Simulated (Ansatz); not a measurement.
# Bend profile

SbHF (SMILES [F][SbH]), doublet, at its PBE0-D4/def2-TZVP minimum:

| atom | x (Å) | y (Å) | z (Å) |
| --- | --- | --- | --- |
| F1 | -0.8262 | 1.1003 | -0.3412 |
| Sb2 | -0.3238 | -0.7513 | -0.2559 |
| H3 | 1.1390 | -0.4137 | 0.5838 |

The angle F1–Sb2–H3 (93.1° at the minimum) is set to the values below, F1, with anything bonded beyond it, turning rigidly in the plane of the angle. Each method's energies count from its own value at the PBE0-D4 minimum structure. Ansatz 0.2.0; basis: def2-TZVPP; cores frozen in the correlated methods; orbitals are unrestricted. Filled d shells of the heavier atoms are correlated. Core potentials replace the inner electrons of the atoms past krypton. The def2 sets are not built for correlating such inner shells, so the correlated values are less sure here. B3LYP uses VWN-RPA correlation.

```json
{"angle (°)": "69.1", "CCSD(T) (kJ/mol)": "47.7", "PBE-D4 (kJ/mol)": "45.4", "HF (kJ/mol)": "54.7", "r2SCAN-D4 (kJ/mol)": "46.8"}
{"angle (°)": "75.1", "CCSD(T) (kJ/mol)": "25.7", "PBE-D4 (kJ/mol)": "24.6", "HF (kJ/mol)": "29.2", "r2SCAN-D4 (kJ/mol)": "25.0"}
{"angle (°)": "81.1", "CCSD(T) (kJ/mol)": "?", "PBE-D4 (kJ/mol)": "10.6", "HF (kJ/mol)": "12.4", "r2SCAN-D4 (kJ/mol)": "10.6"}
{"angle (°)": "87.1", "CCSD(T) (kJ/mol)": "2.7", "PBE-D4 (kJ/mol)": "2.7", "HF (kJ/mol)": "3.0", "r2SCAN-D4 (kJ/mol)": "2.5"}
{"angle (°)": "93.1", "CCSD(T) (kJ/mol)": "0.0", "PBE-D4 (kJ/mol)": "0.0", "HF (kJ/mol)": "0.0", "r2SCAN-D4 (kJ/mol)": "0.0"}
{"angle (°)": "99.1", "CCSD(T) (kJ/mol)": "2.4", "PBE-D4 (kJ/mol)": "2.0", "HF (kJ/mol)": "2.7", "r2SCAN-D4 (kJ/mol)": "2.4"}
{"angle (°)": "105.1", "CCSD(T) (kJ/mol)": "?", "PBE-D4 (kJ/mol)": "8.2", "HF (kJ/mol)": "10.4", "r2SCAN-D4 (kJ/mol)": "9.3"}
{"angle (°)": "111.1", "CCSD(T) (kJ/mol)": "?", "PBE-D4 (kJ/mol)": "18.3", "HF (kJ/mol)": "22.8", "r2SCAN-D4 (kJ/mol)": "20.3"}
{"angle (°)": "117.1", "CCSD(T) (kJ/mol)": "35.6", "PBE-D4 (kJ/mol)": "32.0", "HF (kJ/mol)": "39.6", "r2SCAN-D4 (kJ/mol)": "35.0"}
```

Question: Fill in the withheld CCSD(T) values. (Judge from chemistry; the value comes from the calculation.)

Answer: By the calculation: 11.0 kJ/mol at 81.1°; 9.4 kJ/mol at 105.1°; 20.6 kJ/mol at 111.1°. These count from the CCSD(T) energy at the PBE0-D4 minimum.

Minimum and curvature along this coordinate at CCSD(T): A fifth-order fit through the nearest points gives 93.2°, with a curvature of about 1.5 meV/deg².

Largest difference from the CCSD(T) curve over the scan: PBE0-D4 1.1; B3LYP-D4 1.7; wB97M-V 0.7; MP2 1.2 kJ/mol. Each curve counts from its own value at the minimum.

The T1 diagnostic stays at or below 0.017. ⟨S²⟩ of the unrestricted Hartree–Fock references: 0.77 (a pure state has 0.75).

For scale, one of the runs: CCSD(T)/def2-TZVPP, 95 basis functions (an equivalent command: `ansatz run in.yaml --threads 2`). Hardware: 2 CPU threads, shared host. Wall time about 4.2 s.
